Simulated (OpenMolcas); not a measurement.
**Multiconfigurational calculation on Sn IV**

Input:

```
&GATEWAY
Coord
1

Sn 0.0 0.0 0.0
Basis=ANO-R1
Group=XYZ
NoMove
AngMom=0.0 0.0 0.0
AMFI
&SEWARD
&RASSCF
FileOrb=start.orb
Symmetry=1
Spin=2
nActEl=1 0 0
Inactive=14 9
Ras2=1 3
CIRoot=1 1 1
SDav=1
CIMx=300
Iter=120 100
PrWF=0.3
OrbListing=Nothing
MaxOrb=0
Atom
>>> COPY $Project.JobIph JOB001
&RASSCF
FileOrb=start.orb
Symmetry=2
Spin=2
nActEl=1 0 0
Inactive=14 9
Ras2=1 3
CIRoot=3 3 1
SDav=3
CIMx=300
Iter=120 100
PrWF=0.3
OrbListing=Nothing
MaxOrb=0
Atom
>>> COPY $Project.JobIph JOB002
&RASSI
NrOfJobIphs=2 1 3
1
1 2 3
IphNames
JOB001
JOB002
EJob
SpinOrbit
DIPRint=1.0
SOCoupling=1000.0
Subsets=2
MEES
Property=10
'ANGMOM' 1 'ANGMOM' 2 'ANGMOM' 3 'MLTPL  1' 1 'MLTPL  1' 2 'MLTPL  1' 3
'AMFI' 1 'AMFI' 2 'AMFI' 3 'MLTPL  2' 6
SOProperty=3
'ANGMOM' 1 'ANGMOM' 2 'ANGMOM' 3
```

Launched by
```bash
OMP_NUM_THREADS=1 MOLCAS_MEM=2252 MOLCAS_PROJECT=a pymolcas a.inp > a.log  # once for each step of the input, in one work folder
```

A driver script runs the steps one by one and writes start.orb anew before each from the orbitals found so far.

Output, cut to the results:

```
--- SEWARD ---
Basis set label: SN.ANO-R...6S5P3D1F.

      Electronic valence basis set:
      ------------------
      Associated Effective Charge  50.000000 au
      Associated Actual Charge     50.000000 au
      Nuclear Model: Finite nucleus - Gaussian distribution
        Gaussian exponent, Xi/bohr**(-2):  1.90677E+08

      Shell  nPrim  nBasis  Cartesian Spherical Contaminant
         s      23       6        X
         p      18       5        X
         d      12       3                 X
         f       6       1                 X
                  Relativistic X2C integrals
                  Atomic mean-field integrals
--- RASSCF ---
Wave function specifications:
      -----------------------------

      Number of closed shell electrons          46
      Number of electrons in active shells       1
      Max number of holes in RAS1 space          0
      Max nr of electrons in RAS3 space          0
      Number of inactive orbitals               23
      Number of active orbitals                  4
      Number of secondary orbitals              16
      Spin quantum number                      0.5
      State symmetry                             1
Orbital specifications:
      -----------------------

      Symmetry species                           1   2
                                                ag  au
      Frozen orbitals                            0   0
      Inactive orbitals                         14   9
      Active orbitals                            1   3
      RAS1 orbitals                              0   0
      RAS2 orbitals                              1   3
      RAS3 orbitals                              0   0
      Secondary orbitals                         6  10
      Deleted orbitals                           0   0
      Number of basis functions                 21  22
      Number of CSFs                             1
      Number of root(s) required                 1
      Iter CI   SX   CI       RASSCF       Energy    max ROT     max BLB   max BLB  Level Ln srch  Step   QN
          iter iter root      energy       change     param      element    value   shift minimum  type update
 Nr of preliminary CI iterations:   1
 ###############################################################################
 ###############################################################################
 ###                                                                         ###
 ###                                                                         ###
 ###    WARNING: Problems in orbital optimization.                           ###
 ###                                                                         ###
 ###                                                                         ###
 ###############################################################################
 ###############################################################################
  Warning: In symmetry  2, orbital p=  10 has diagonal density matrix element D(p,p) close to zero. D(p,p)=  0.000000E+00
  Warning: In symmetry  2, orbital p=  11 has diagonal density matrix element D(p,p) close to zero. D(p,p)=  0.000000E+00
        ...
  Warning: In symmetry  2, orbital p=  10 has diagonal density matrix element D(p,p) close to zero. D(p,p)=  0.000000E+00
  Warning: In symmetry  2, orbital p=  11 has diagonal density matrix element D(p,p) close to zero. D(p,p)=  0.000000E+00
  Warning: In symmetry  2, orbital p=  12 has diagonal density matrix element D(p,p) close to zero. D(p,p)=  0.000000E+00
        4   1    1    1  -172.00807742   -1.09E-11   0.00E+00    7  13 2 -2.54E-08   0.50   0.00    SX    NO
      Convergence after  4 iterations
        5   1    1    1  -172.00807742    9.09E-12   0.00E+00    7  13 2 -2.54E-08   0.50   0.00    SX    NO
      Natural orbitals and occupation numbers for root  1
      sym 1:   1.000000
      sym 2:   0.000000   0.000000   0.000000
::    RASSCF root number  1 Total energy:  -6172.00807742
--- RASSCF ---
Wave function specifications:
      -----------------------------

      Number of closed shell electrons          46
      Number of electrons in active shells       1
      Max number of holes in RAS1 space          0
      Max nr of electrons in RAS3 space          0
      Number of inactive orbitals               23
      Number of active orbitals                  4
      Number of secondary orbitals              16
      Spin quantum number                      0.5
...
--- RASSI ---
SPIN-FREE ENERGIES:
  (Shifted by EMIN (a.u.) =      -6172.0080774170)

 SF State       Relative EMIN(au)   Rel lowest level(eV)    D:o, cm**(-1)      L_eff

     1             0.0000000000        0.0000000000              0.0000         0.0
     2             0.3188837716        8.6772694762          69986.8982         1.0
     3             0.3188837716        8.6772694762          69986.8982         1.0
     4             0.3188837716        8.6772694762          69986.8982         1.0
     Dipole printing threshold changed to   1.00000000E+00

++ Dipole transition strengths (spin-free states):
   -----------------------------------------------
     for osc. strength at least  1.00000000E+00

  ( Max oscillator strength is only   0.40419220918741294      )
--
Eigenvalues of complex Hamiltonian:
   -----------------------------------
  (Shifted by EMIN (a.u.) =      -6172.0080774170)

 SO State       Relative EMIN(au)   Rel lowest level(eV)    D:o, cm**(-1)     J-value

     1             0.0000000000        0.0000000000              0.0000         0.4
     2             0.0000000000        0.0000000000              0.0000         0.4
     3             0.2997088034        8.1554920111          65778.4791         0.4
     4             0.2997088034        8.1554920111          65778.4791         0.4
     5             0.3284712557        8.9381582088          72091.1078         1.4
     6             0.3284712557        8.9381582088          72091.1078         1.4
     7             0.3284712557        8.9381582088          72091.1078         0.8
     8             0.3284712557        8.9381582088          72091.1078         0.8
Weights of the five most important spin-orbit-free states for each spin-orbit state.

 SO State  Total energy (au)           Spin-free states, spin, and weights
 -------------------------------------------------------------------------------------------------------
...
```

The J values that RASSI prints are effective ones from its own formula and need not be integers or half-integers; the table below assigns J from the states.

Levels above the lowest, from the spin-orbit matrix, grouped by J:

| Configuration | Term | J | E (eV) | Measured (eV) | g | Term weight % |
| --- | --- | --- | --- | --- | --- | --- |
| 5s | 2S | 1/2 | 0.0000 | 0.0000 | 2.002 | 100 |
| 5p | 2P* | 1/2 | 8.1555 | 8.6248 | 0.666 | 100 |
| 5p | 2P* | 3/2 | 8.9382 | 9.4318 | 1.334 | 100 |

Against the 2 measured excited levels shown (Moore, Atomic Energy Levels, vol. III, NSRDS-NBS 35 (1971 reprint of NBS Circular 467, 1958)) the mean absolute deviation is 3900 cm-1; the largest miss in energy is 5p 2P* 3/2: computed 8.9382, measured 9.4318 eV (-5.2 %).

With one active electron the reference holds no correlation, so core polarisation is missing. The basis is small and was not contracted for so high a charge. Measured partners are found by configuration, term and J. A level has none where our copy of the source lacks it or the pairing is in doubt (some pairs that miss far off the trend of their configuration count as doubtful), and it then counts in no deviation. Only configurations of the active space appear.

The RASSCF and RASSI steps took 4.2 s on 1 thread of Intel(R) Xeon(R) 6975P-C (Granite Rapids) (shared host); the integral step is not counted.

The term weight is that of the spin-free term in the level, not the purity of its configuration. * marks odd parity.
